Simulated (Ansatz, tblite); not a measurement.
Isomers of Ge3O10H8 (singlet), found by a short tight-binding search and relaxed with PBE-D4/def2-SVP in Ansatz.

The xTB rows come from tblite.

Other spin states weren't relaxed.

A:

```xyz
21

Ge    1.639    1.208   -1.232
Ge   -1.691   -1.920   -0.039
Ge    0.206    1.146    1.946
O    -1.568   -0.215   -0.784
O    -0.904    1.798    0.699
O     0.877    2.783   -1.094
O     0.769   -0.119   -1.983
O    -2.768   -1.091   -1.284
O     1.719    0.555    0.596
O    -0.198   -0.663    2.248
O     0.988    1.989    3.130
O     0.101   -1.536    1.113
O    -0.784   -3.217   -0.837
H     2.527    0.806    1.096
H    -0.948   -3.162   -1.800
H    -0.212   -0.112   -1.749
H     3.089    1.290   -1.721
H    -1.439    1.091    0.219
H    -2.376   -2.193    1.299
H     0.069    2.677   -0.514
H     0.904   -1.116    0.690
```

B:

```xyz
21

Ge   -1.478   -0.049    1.542
Ge    1.754   -2.125    0.329
Ge   -0.723    0.619   -2.001
O    -2.025    1.186   -0.816
O    -0.582   -1.634    1.521
O    -0.922   -1.092   -2.366
O     0.875    0.567   -1.063
O     0.889    1.145    2.035
O     1.346    1.919   -0.654
O    -2.442    0.041   -0.004
O    -0.450    1.480    1.552
O    -0.077   -1.876    0.164
O     0.248    2.807   -0.684
H    -2.362   -0.141    2.803
H     1.389    1.295    1.190
H    -0.234    2.549    0.164
H     2.154   -2.331   -1.148
H    -0.909   -1.580   -1.504
H     2.376   -0.887    1.006
H    -0.765    1.512   -3.249
H     1.938   -3.405    1.182
```

Q: Estimate their order by electronic energy at PBE0-D4/def2-TZVP, counted from the lowest.

A: A (0.00) < B (8.50), in eV.

Q: Do the other levels pick the same lowest one?

A: All that were run do. Energies above each level's lowest (eV):

```
              level     A     B
           GFN1-xTB  0.00  8.00
           GFN2-xTB  0.00  7.31
   PBE-D4/def2-TZVP  0.00  8.19
r2SCAN-D4/def2-TZVP  0.00  8.49
  PBE0-D4/def2-TZVP  0.00  8.50
```
Point groups (tolerance 0.1 Å): A not assigned, B not assigned. Lower isomers may exist.
